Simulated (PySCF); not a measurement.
# In: electron affinity

In⁻ [Kr] 4d10 5s2 5p2 (3P) → In [Kr] 4d10 5s2 5p1 (2P), as a difference of total energies. Calculation: PySCF 2.14, in aug-cc-pwCVTZ-DK3; scalar relativity by spin-free X2C-1e. Correlated levels: valence: [Kr] 4d10 frozen. The calculations carry no spin-orbit coupling.

```
           method  electron affinity (eV)  plus first-order spin-orbit estimate  error of that sum (eV)
              UHF                   0.073                                 0.011                  -0.373
    MP2 (valence)                   0.356                                 0.294                  -0.090
SCS-MP2 (valence)                   0.269                                 0.207                  -0.177
   CCSD (valence)                   0.380                                 0.318                  -0.066
CCSD(T) (valence)                   0.417                                 0.355                  -0.029
```

Reference: 0.384 eV (measured; photodetachment measurements, as compiled on the Wikipedia data page of electron affinities).

A first-order spin-orbit estimate (lowest level to lowest level, LS coupling) adds -0.061 eV.

Errors of the correlated levels include the incompleteness of this basis and the frozen core.
